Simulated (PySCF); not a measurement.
CH₄ClFOSi₂, SMILES F[Si@H]1OC[Si@@H]1Cl. Geometry: PBE-D3(BJ)/def2-SVP. The structure was generated by enumeration; whether it is a known compound was not checked.

Q: Give the equilibrium geometry at PBE-D3(BJ)/def2-SVP (PySCF confirms it by a frequency run) as a Z-matrix. (An estimate is asked for; the answer gives what the named calculation found.)

A: 
```
Si
H 1 1.5038
C 1 1.9401 2 117.29
H 3 1.1111 1 113.39 2 119.56
H 3 1.1128 4 108.14 1 127.50
O 3 1.4537 4 110.09 5 120.72
Si 6 1.6977 3 107.51 4 124.52
F 7 1.6402 6 111.60 3 110.55
H 7 1.4981 8 105.48 6 -122.43
Cl 1 2.0875 2 107.88 3 129.87
```
